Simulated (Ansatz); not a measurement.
The first iterations of a band of F3HOZr + H4Si (11 atoms, charge 0, multiplicity 1).

Level of theory: RKS PBE/def2-SVP (Ansatz 0.2.0).

```
movable images  : 7
climbing image  : yes
spring          : 5.0 eV/Å²
optimiser       : quadratic models (default)
start path      : through a guess of the saddle point
force threshold : 0.5 eV/Å
iteration limit : 60
end points      : relaxed
```

Initial state:

```xyz
11
Properties=species:S:1:pos:R:3
Zr -0.209 0.297 0.104
F -0.681 0.579 1.945
F 1.617 0.787 -0.237
O -1.320 1.447 -0.941
H -1.904 2.029 -1.446
F -0.571 -1.508 -0.466
Si 1.731 -2.730 1.340
H 0.638 -3.751 1.432
H 2.270 -2.649 -0.056
H 2.837 -3.055 2.301
H 1.173 -1.384 1.736
```

Final state:

```xyz
11
Properties=species:S:1:pos:R:3
Zr 0.405 -0.081 -0.441
F 0.912 0.319 1.837
F 1.739 1.281 -0.665
O -1.412 0.375 -0.047
H -2.249 0.851 0.051
F 0.352 -0.881 -2.177
Si 1.069 -2.473 0.899
H 0.031 -3.552 1.094
H 2.391 -3.158 0.646
H 1.274 -2.002 2.377
H 1.066 -0.615 2.138
```

| iteration | highest image above the first end (eV) | largest band force component (eV/Å) |
| --- | --- | --- |
| 1 | 3.954 | 7.157 |
| 2 | 2.787 | 1.668 |
| 3 | 2.262 | 1.341 |

Q: Does the band converge within its limit, and where does its top end?

A: The run converged. It ended after 9 iterations with the highest image 1.989 eV above the first end. The threshold of 0.5 eV/Å is loose, so the images may lie well off the minimum-energy path. Neighbouring images differ by up to 1.3 eV, so the band resolves the path poorly. The order of the stationary point at the top wasn't checked. The orbitals stay closed-shell, which can raise the energy where a bond breaks towards radicals; this wasn't checked here.

Run time: 99 s on 4 threads of Intel(R) Xeon(R) CPU @ 2.60GHz (Ice Lake), on a shared host, peak memory 0.21 GiB.
